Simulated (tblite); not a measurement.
Species: C₅H₉Cl₃SSi.
Atom-mapped SMILES: `[CH3:1][CH2:2][Si:3]1([C:4]([Cl:5])([Cl:6])[Cl:7])[CH2:8][S:9][CH2:10]1` (hydrogens: H11, H12, H13 on C1; H14, H15 on C2; H16, H17 on C8; H18, H19 on C10)

A start from a force field or distance geometry was refined with tblite, GFN2-xTB geometry optimisation, gas phase. Values at the start:

```json
{"coordinate": "C1–C2", "start": "1.504 Å"}
{"coordinate": "C1–H11", "start": "1.117 Å"}
{"coordinate": "C2–Si3", "start": "1.824 Å"}
{"coordinate": "C2–H14", "start": "1.117 Å"}
{"coordinate": "Si3–C4", "start": "1.867 Å"}
{"coordinate": "Si3–C8", "start": "1.860 Å"}
{"coordinate": "C4–Cl5", "start": "1.756 Å"}
{"coordinate": "C8–S9", "start": "1.824 Å"}
{"coordinate": "C8–H16", "start": "1.108 Å"}
{"coordinate": "C8–H17", "start": "1.099 Å"}
{"coordinate": "C2–Si3–C4", "start": "117.4°"}
{"coordinate": "C2–Si3–C10", "start": "110.5°"}
{"coordinate": "Si3–C4–Cl5", "start": "113.5°"}
{"coordinate": "Si3–C4–Cl6", "start": "105.9°"}
{"coordinate": "Si3–C8–S9", "start": "86.9°"}
{"coordinate": "Cl5–C4–Cl6", "start": "110.4°"}
{"coordinate": "C8–Si3–C10", "start": "83.4°"}
{"coordinate": "C8–S9–C10", "start": "86.2°"}
{"coordinate": "C2–Si3–C4–Cl5", "start": "38°"}
{"coordinate": "C2–Si3–C10–S9", "start": "-146°"}
{"coordinate": "Si3–C8–S9–C10", "start": "-31°"}
{"coordinate": "C8–S9–C10–Si3", "start": "31°"}
```

How do these coordinates change at the GFN2-xTB level?

```tsv
coordinate	GFN2-xTB (Å or °)	change
Si3–C4	1.948	+0.081
C2–Si3	1.901	+0.077
Si3–C8	1.910	+0.050
C1–H11	1.086	-0.031
C2–H14	1.091	-0.026
C1–C2	1.528	+0.024
C8–H16	1.085	-0.023
C4–Cl5	1.776	+0.020
C8–S9	1.844	+0.020
C8–H17	1.087	-0.012
C2–Si3–C4	111.0	-6.4
C2–Si3–C10	116.2	+5.7
Si3–C4–Cl6	111.2	+5.3
Si3–C8–S9	91.9	+5.0
Si3–C4–Cl5	110.1	-3.4
C8–S9–C10	89.3	+3.1
Cl5–C4–Cl6	108.3	-2.1
C8–Si3–C10	85.4	+2.0
Si3–C8–S9–C10	9	+40
C8–S9–C10–Si3	-9	-40
C2–Si3–C10–S9	-111	+35
C2–Si3–C4–Cl5	72	+34
```

The energy falls by 22.8 kcal/mol over 138 L-BFGS steps, the largest force on an atom goes from 2.47 to 0.009 eV/Å, and the atoms move by 0.650 Å rms after alignment. The bond that changes most is Si3–C4 (four-coordinate silicon to CCl3 carbon), which lengthens by 0.081 Å. Bonds longer at the end by more than 0.005 Å: 8 of 19; shorter: 11. Among the dihedrals that turn most is C8–S9–C10–H18, from -81° to -129°. Rotational constants go from 777.5, 645.3, 492.3 to 795.4, 533.0, 435.0 MHz.

On an Arm Neoverse N1 with one thread, shared host, this took 3.7 s of wall time.

Its lowest GFN2-xTB frequency is 12 cm⁻¹, too small to tell a flat minimum from a shallow saddle. One conformer, not necessarily the lowest.

The numbers are calculated, not measured.
